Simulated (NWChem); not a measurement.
Species: silene (CH₄Si); SMILES [SiH2]=C

Results from NWChem. Geometry: optimised at PBE0/def2-SVP. Ions are spin-unrestricted doublets at the neutral geometry; other ion states weren't tried.

Taking PBE0/def2-TZVPP as the yardstick, which of these has the fewest basis functions while keeping “vertical ionisation energy, ΔSCF (eV)” within 0.05 eV of it: PBE0/def2-TZVP; PBE0/def2-TZVPD; PBE0/STO-3G; PBE0/def2-SVP; PBE0/def2-SVPD?

PBE0/def2-SVP.
```tsv
level	basis functions	vertical ionisation energy, ΔSCF (eV)
PBE0/STO-3G	18	6.45
PBE0/def2-SVP	52	8.76
PBE0/def2-SVPD	76	8.76
PBE0/def2-TZVP	92	8.72
PBE0/def2-TZVPD	116	8.73
PBE0/def2-TZVPP	129	8.73
```

The yardstick is one finite set, not the basis-set limit.
